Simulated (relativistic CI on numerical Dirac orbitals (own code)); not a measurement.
d4 in a ligand field

Computed with a parametric ligand-field model of a d^n configuration (Racah B and C, spin-orbit zeta, crystal field), exact diagonalisation.

Field parameters in Wybourne normalisation: Oh B⁴₀ = 21Dq, B⁴₄ = √(5/14) B⁴₀. The field is a parameter set, without covalency.

B = 800 cm⁻¹, C = 3580 cm⁻¹ (C/B = 4.47), Oh, no spin-orbit coupling. Tanabe-Sugano data, E/B above the lowest term (Δ = |10Dq|; b, c mark the second and third term of a kind):

```csv
Δ/B,5E,5T2,3T1,3E,3T2,1T2,1E,1A1
1.0,0.00,1.00,21.81,22.08,22.68,32.75,32.66,33.81
3.0,0.00,3.00,20.93,22.33,23.72,32.04,31.97,34.48
5.0,0.00,5.00,19.58,22.49,24.23,30.85,31.01,34.50
7.0,0.00,7.00,18.02,22.60,24.51,29.45,29.88,34.20
9.0,0.00,9.00,16.35,22.67,24.69,27.92,28.59,33.69
11.0,0.00,11.00,14.60,22.73,24.81,26.31,27.18,33.05
13.0,0.00,13.00,12.82,22.78,24.90,24.65,25.68,32.30
15.0,0.00,15.00,11.00,22.82,24.97,22.95,24.09,31.45
17.0,0.00,17.00,9.15,22.85,25.02,21.21,22.44,30.52
19.0,0.00,19.00,7.29,22.87,25.07,19.45,20.74,29.51
21.0,0.00,21.00,5.41,22.89,25.11,17.66,19.00,28.43
23.0,0.00,23.00,3.51,22.91,25.14,15.86,17.23,27.28
25.0,0.00,25.00,1.61,22.92,25.17,14.04,15.43,26.07
27.0,0.31,27.31,0.00,23.24,25.50,12.51,13.91,25.10
29.0,2.23,31.23,0.00,25.18,27.45,12.58,13.98,25.70
31.0,4.16,35.16,0.00,27.12,29.39,12.65,14.05,26.25
33.0,6.09,39.09,0.00,29.06,31.35,12.72,14.11,26.77
35.0,8.03,43.03,0.00,31.01,33.30,12.78,14.17,27.24
37.0,9.98,46.98,0.00,32.96,35.26,12.84,14.22,27.68
39.0,11.93,50.93,0.00,34.92,37.22,12.90,14.26,28.09
41.0,13.88,54.88,0.00,36.88,39.19,12.95,14.30,28.48
43.0,15.84,58.84,0.00,38.84,41.16,13.00,14.33,28.83
45.0,17.80,62.80,0.00,40.80,43.13,13.05,14.36,29.16
47.0,19.76,66.76,0.00,42.77,45.10,13.10,14.39,29.47
```

The ground term changes from 5E to 3T1 between Δ/B = 25.0 and 27.0.
